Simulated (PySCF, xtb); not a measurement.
H6Te, SMILES [TeH6].

GFN2-xTB (xtb 6.7.1) at its own geometry gives an orbital gap of 7.39 eV and a dipole moment of 0.00 D.

Coordinates come from a B3LYP-D3(BJ)/def2-TZVP optimisation. The def2 effective core potentials stand for the cores of Te; spin–orbit coupling is left out.

What does PBE/def2-TZVPD (PySCF) give? (An estimate is asked for; the answer gives what the named calculation found.)

gap 3.43 eV (levels -6.12 and -2.69 eV), dipole 0.00 D.
